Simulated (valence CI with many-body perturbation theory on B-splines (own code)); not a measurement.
Results of a calculation; reference values are marked as such.
# Pt XXVIII in three bases

Method: valence CI with perturbative core correlation (CI+MBPT): five valence electrons over a frozen Dirac-Fock core [Kr] 4d10, radial functions for each j: 7 s, 7 p, 7 d, 7 f, 4 g, 2 h, with the one-electron correlation potential Σ1, the two-electron term Σ2, the three-electron term Σ3, Breit, model QED; selected CI, second order for the rest (own B-spline code, finite nucleus).

No measured spectrum was set against this ion. As an estimate, large intervals hold to a few tenths of a per cent, small ones and those within an open d or f shell to about a per cent. Among the levels kept, up to 760 cm⁻¹ of a level comes from second order outside the variational space, and about a tenth of that is noise between levels of different J, which matters for small intervals. Only levels of the ground parity were solved; by the run's estimate the other parity begins above the list, which can be wrong where configurations are misplaced.

The reference run has the lowest level 4f⁵ ⁶H°_5/2 and an ionisation energy of 908.052 eV. Its largest variational space holds 19999 state functions.

Names give the largest LS component (configuration and term), which can be under half, so a name can repeat, a term be missing and a line seem to break the LS rules; names also repeat where a configuration has a term twice. Letters in brackets count levels of one name in rising energy.

Changed runs:
A. basis 5 s, 5 p, 5 d, 5 f, 2 g
B. basis 4 s, 4 p, 4 d, 4 f

Excitation energies of the reference run in cm⁻¹, and shifts in cm⁻¹:

| Level | Reference | A | B |
| --- | --- | --- | --- |
| 4f⁵ ⁶H°_7/2 | 17388 | -119 | -353 |
| 4f⁵ ⁶F°_5/2 [a] | 30520 | +82 | +257 |
| 4f⁵ ⁶H°_9/2 | 31374 | -150 | -480 |
| 4f⁵ ⁶F°_3/2 | 32184 | +54 | +149 |
| 4f⁵ ⁶F°_1/2 | 34576 | -15 | +2.8 |
| 4f⁵ ⁶H°_11/2 | 41995 | -117 | -462 |
| 4f⁵ ⁶F°_7/2 | 45363 | +49 | +76 |
| 4f⁵ ⁶H°_13/2 | 49765 | -51 | -379 |
| 4f⁵ ⁴I°_15/2 | 51266 | +112 | -277 |
| 4f⁵ ⁶F°_9/2 | 57908 | +111 | +99 |
| 4f⁵ ⁶F°_5/2 [b] | 62777 | +126 | +355 |
| 4f⁵ ⁴M°_15/2 | 67822 | +73 | -635 |
| Ionisation energy (eV) | 908.052 | -0.099 | -0.395 |
